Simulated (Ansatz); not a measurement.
Born–Oppenheimer molecular dynamics of AlCl2HO (5 atoms, charge 0, multiplicity 1). It starts from a relaxed structure.

Level of theory: RKS PBE0/6-31G in Ansatz 0.2.0.

```
ensemble        : NVT, Nosé–Hoover chain
time step       : 0.5 fs
steps asked     : 166
set temperature : 500 K
thermostat      : time constant 100 fs, chain length 5
seed            : 355035
```

First frame:

```xyz
5
Properties=species:S:1:pos:R:3
Al -0.132 -0.034 -0.066
O -0.326 -0.130 1.576
H -0.450 -0.180 2.515
Cl 1.840 0.034 -0.960
Cl -1.841 0.028 -1.398
```

Q: How far do the bonds stretch over the last three quarters of this one trajectory? (Pairs bonded in most of those frames.)

A: 
| bond | mean (Å) | spread (Å) | shortest | longest |
| --- | --- | --- | --- | --- |
| Al1–O2 | 1.667 | 0.010 | 1.65 | 1.68 |
| Al1–Cl4 | 2.159 | 0.027 | 2.12 | 2.19 |
| Al1–Cl5 | 2.169 | 0.027 | 2.14 | 2.21 |
| O2–H3 | 0.951 | 0.016 | 0.93 | 0.98 |

Mean temperature of the second half: 294 K. The conserved energy stayed within 0.13 meV per atom of its start (net change 0.092 meV per atom), so the integration is sound. The mean temperature of the second half is 41 % below the set value. A run of 0.083 ps of so small a system gives no equilibrium averages. Limits of this set-up: no polarisation functions.

Run time: 6.1 min on 1 thread of Arm Neoverse V1, on a shared host, peak memory 0.086 GiB.
